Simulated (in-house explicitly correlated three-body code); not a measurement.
Computed with an exponentially correlated three-body code. Model: two electrons around a point charge, non-relativistic, variational in 260 exponentially correlated functions (energies converged to about 1e-7 hartree, or 1e-8 relative for large Z).

For this charge the correlation energy is taken as exact minus Hartree-Fock, from which it differs by microhartrees, and the kinetic parts follow from it.

For two electrons in a singlet the Kohn-Sham orbital is the square root of half the density, so the exact Kohn-Sham potential and energy parts follow from the density alone, and exchange is minus half the Hartree energy. The Kohn-Sham level equals minus the binding energy of the second electron.

Command:
```bash
python run_hyl.py task.json out
```
Settings (lengths in bohr, energies in hartree):
```
Z                      10.5
interaction_strength   1
functions              260
states_tried           13
```

Time taken, with all properties: 18 s on 1 thread of AMD EPYC 9R45 96-Core Processor (Zen 5) (shared host).

**Converged states only, values per electron or pair.**

Given: nuclear charge 10.5.

```csv
term,mean r (bohr),mean r squared (bohr²),mean inverse r (1/bohr),mean r12 (bohr),mean inverse r12 (1/bohr),mean cosine,mean p1 dot p2 (bohr⁻²),delta r1 (bohr⁻³),delta r12 (bohr⁻³)
1 1S,0.14817,0.029412,10.188,0.21806,6.2496,-0.012655,1.2836,345.64,38.131
2 3S,?,?,?,?,?,?,?,?,-
2 3P,?,?,?,?,?,?,?,?,-
2 1S,0.38233,0.23912,6.4466,0.63854,2.2078,-0.006705,0.11322,202.65,6.7437
2 1P,0.33645,0.18214,6.4327,0.54203,2.4222,0.054216,6.8933,184.54,1.864
3 3S,0.76081,1.0928,5.7865,1.3889,0.91875,-0.0014402,0.02906,189.86,-
3 3P,0.72135,0.98697,5.7812,1.3121,1.0103,-0.017491,-1.6538,183.92,-
3 1S,0.77412,1.1355,5.7807,1.4138,1.0066,-0.0021477,0.035942,189.65,1.961
3 1P,0.73165,1.0181,5.7767,1.3279,1.0688,0.012968,1.7054,184.28,0.60099
4 3S,1.3063,3.4443,5.5505,2.4754,0.53764,-0.00062783,0.012201,186.59,-
4 3P,1.2713,3.2799,5.5483,2.4062,0.57485,-0.0068831,-0.64341,184.11,-
4 1S,1.324,3.5444,5.5481,2.5101,0.57314,-0.0009266,0.015504,186.51,0.8195
4 1P,1.285,3.3547,5.5464,2.4317,0.59919,0.0050821,0.67695,184.25,0.25971
```

(1) What belongs in the row 2 3S?

(2) What belongs in the row 2 3P?

**Exact Kohn-Sham parts of the ground state from its density.**

Computed: total energy -103.844347 hartree; Kohn-Sham kinetic 103.8 hartree; Hartree energy 12.68 hartree; exchange energy -6.34 hartree; kinetic part of the DFT correlation energy 0.044655 hartree; potential part of the DFT correlation energy -0.090393 hartree; exact minus restricted Hartree-Fock -0.045739 hartree; dipole polarisability 0.00085325 bohr³; C6 of two such species 2.3794e-05 hartree·bohr⁶.

(3) What is the restricted Hartree-Fock level?

(4) What is the Kohn-Sham level?

**Functionals on the exact density and self-consistent, errors are functional minus exact, hybrids only self-consistent, a dash where a self-consistent run leaves the top level unbound.**

```
  result  exchange error (millihartree)  correlation error (millihartree)  functional driven error (millihartree)  density driven error (millihartree)  self consistent total error (millihartree)  top level plus exact binding (eV)
   M06-L                        -71.406                           -15.796                                 -87.202                              -2.3513                                     -89.553                             55.363
    PW91                              ?                                 ?                                       ?                                    ?                                           ?                                  ?
    AM05                         694.97                           -132.84                                  562.13                              -1.8037                                      560.33                             68.637
  r2SCAN                        -4.0247                            1.6039                                 -2.4208                             -0.31498                                     -2.7358                             55.984
   wB97X                              -                                 -                                       -                                    -                                     -183.38                             47.833
    BP86                         47.998                           -41.075                                  6.9228                              -1.0078                                       5.915                             62.191
    PBE0                              -                                 -                                       -                                    -                                      90.597                             47.138
     PBE                              ?                                 ?                                       ?                                    ?                                           ?                                  ?
LDA VWN5                          898.5                           -160.08                                  738.42                              -2.6755                                      735.75                             69.669
 revTPSS                        -3.0515                           -5.1883                                 -8.2398                             -0.25025                                     -8.4901                              57.33
  PBEsol                         395.63                           -16.361                                  379.27                              -1.4517                                      377.82                             66.278
    BLYP                         47.998                           -4.4583                                   43.54                              -1.4103                                      42.129                             62.212
   HSE06                              -                                 -                                       -                                    -                                      83.398                              47.51
LDA PW92                          898.5                            -159.1                                   739.4                              -2.6756                                      736.73                             69.682
```

(5) What belongs in the row PW91?

(6) What belongs in the row PBE?

**Density and exact potentials over r, pair density (one pair, times 4 pi r12^2) and exact minus Kohn-Sham pair density over r12.**

```csv
radius (bohr),radial density (electrons/bohr),exchange potential (hartree),intracule density (1/bohr),Coulomb hole against Kohn-Sham (1/bohr),correlation potential (hartree)
0.0402,6.0616,-9.4059,0.72019,-0.04671,-0.012
0.0465,7.1159,-9.2024,0.93585,-0.05618,-0.005
0.0539,8.2016,-8.9523,1.2088,-0.06606,0.001
0.0625,9.2308,-8.6525,1.5425,-0.07525,0.007
0.0724,10.098,-8.3025,1.934,-0.08219,0.012
0.0838,10.699,-7.9014,2.374,-0.08503,0.016
0.0971,10.934,-7.4451,2.8464,-0.08177,0.019
0.113,10.695,-6.926,3.3214,-0.07022,0.02
0.13,10.008,-6.4099,3.6955,-0.05173,0.02
0.151,8.81,-5.8324,3.9546,-0.02532,0.017
0.175,?,?,?,?,?
0.203,5.5608,-4.676,3.7731,0.0284,0.009
0.235,?,?,?,?,?
0.272,2.4924,-3.6188,2.6192,0.04641,0.003
0.315,1.4122,-3.1511,1.8633,0.03814,0.002
0.365,0.69776,-2.7313,1.1613,0.02436,0.001
0.423,0.29452,-2.3615,0.62017,0.01154,0
```

(7) What belongs in the row 0.175?

(8) What belongs in the row 0.235?

Answers

(1) mean r (bohr): 0.37319; mean r squared (bohr²): 0.2258; mean inverse r (1/bohr): 6.4685; mean r12 (bohr): 0.62748; mean inverse r12 (1/bohr): 1.8769; mean cosine: -0.004285; mean p1 dot p2 (bohr⁻²): 0.098518; delta r1 (bohr⁻³): 203.67.

(2) mean r (bohr): 0.32918; mean r squared (bohr²): 0.1732; mean inverse r (1/bohr): 6.4496; mean r12 (bohr): 0.5493; mean inverse r12 (1/bohr): 2.219; mean cosine: -0.073076; mean p1 dot p2 (bohr⁻²): -7.1282; delta r1 (bohr⁻³): 182.94.

(3) -1326 eV.

(4) -1325.7 eV.

(5) exchange error (millihartree): 105.79; correlation error (millihartree): -16.371; functional driven error (millihartree): 89.418; density driven error (millihartree): -1.4587; self consistent total error (millihartree): 87.959; top level plus exact binding (eV): 62.554.

(6) exchange error (millihartree): 124.77; correlation error (millihartree): -2.2283; functional driven error (millihartree): 122.54; density driven error (millihartree): -1.4255; self consistent total error (millihartree): 121.12; top level plus exact binding (eV): 63.225.

(7) radial density (electrons/bohr): 7.2757; exchange potential (hartree): -5.2529; intracule density (1/bohr): 3.9958; Coulomb hole against Kohn-Sham (1/bohr): 0.003261; correlation potential (hartree): 0.013.

(8) radial density (electrons/bohr): 3.9118; exchange potential (hartree): -4.1294; intracule density (1/bohr): 3.2935; Coulomb hole against Kohn-Sham (1/bohr): 0.04367; correlation potential (hartree): 0.005.

The density-driven part is never positive, since each functional's own density lowers its energy. Here it is small beside the functional-driven part (median ratio 0.016), the normal case.
